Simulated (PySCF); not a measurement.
# Spinor energies of Cu³⁺ (copper, charge +3)

Start: [Ar] 3d8; 3d3/2 filled at m_j = -1/2, +1/2, +3/2; 3d5/2 filled at m_j = -3/2, -1/2, +1/2, +3/2, +5/2. Calculated with PySCF 2.14 in x2c-TZVPall-2c with one added diffuse shell each of s, p, d type (7s8p5d1f, 63 functions): generalised Hartree-Fock with the X2C-1e Hamiltonian and a Gaussian nucleus; one run each with spin-orbit coupling (SO) switched off, then screened by Boettger's factors. This is a chosen level, not necessarily the ground level.

```json
{"spinor shell": "1s1/2", "electrons": "2", "ε, spin-free (eV)": "-9095.1", "ε, screened SO (eV)": "-9095.0", "weight of nominal j (screened SO)": "1.000", "rms radius, screened SO (bohr)": "0.0601"}
{"spinor shell": "2s1/2", "electrons": "2", "ε, spin-free (eV)": "-1182.2", "ε, screened SO (eV)": "-1182.1", "weight of nominal j (screened SO)": "1.000", "rms radius, screened SO (bohr)": "0.254"}
{"spinor shell": "2p1/2", "electrons": "2", "ε, spin-free (eV)": "-1022.7", "ε, screened SO (eV)": "-1037.2", "weight of nominal j (screened SO)": "0.999", "rms radius, screened SO (bohr)": "0.226"}
{"spinor shell": "2p3/2", "electrons": "4", "ε, spin-free (eV)": "-1022.7", "ε, screened SO (eV)": "-1015.5", "weight of nominal j (screened SO)": "0.999", "rms radius, screened SO (bohr)": "0.229"}
{"spinor shell": "3s1/2", "electrons": "2", "ε, spin-free (eV)": "-187.45", "ε, screened SO (eV)": "-187.43", "weight of nominal j (screened SO)": "1.000", "rms radius, screened SO (bohr)": "0.757"}
{"spinor shell": "3p1/2", "electrons": "2", "ε, spin-free (eV)": "-137.97", "ε, screened SO (eV)": "-142.31", "weight of nominal j (screened SO)": "0.827", "rms radius, screened SO (bohr)": "0.793"}
{"spinor shell": "3p3/2", "electrons": "4", "ε, spin-free (eV)": "-137.97", "ε, screened SO (eV)": "-135.80", "weight of nominal j (screened SO)": "0.913", "rms radius, screened SO (bohr)": "0.803"}
{"spinor shell": "3d5/2", "electrons": "5", "ε, spin-free (eV)": "-60.862", "ε, screened SO (eV)": "-61.253", "weight of nominal j (screened SO)": "0.616", "rms radius, screened SO (bohr)": "0.946"}
{"spinor shell": "3d3/2", "electrons": "3", "ε, spin-free (eV)": "-60.862", "ε, screened SO (eV)": "-60.228", "weight of nominal j (screened SO)": "0.635", "rms radius, screened SO (bohr)": "0.953"}
```

```
   quantity    spin-free  screened SO
E (hartree)  -1650.98031  -1651.02776
        M_J            4            4
       ⟨J²⟩       20.004       20.004
       ⟨L²⟩       12.003       12.012
       ⟨S²⟩        2.001        2.001
```

Each row is a mean over spinors that exchange with the open shell spreads, by up to 11.845 eV (3p3/2).

Rows whose weight is well below 1 are mixtures of j = l ± 1/2: exchange outweighs spin-orbit coupling there, and the label is only the starting occupation.

Without spin-orbit coupling the j labels of p, d and f shells carry no meaning; the spin-free column gives the mean over the occupied spinors of each nl shell.
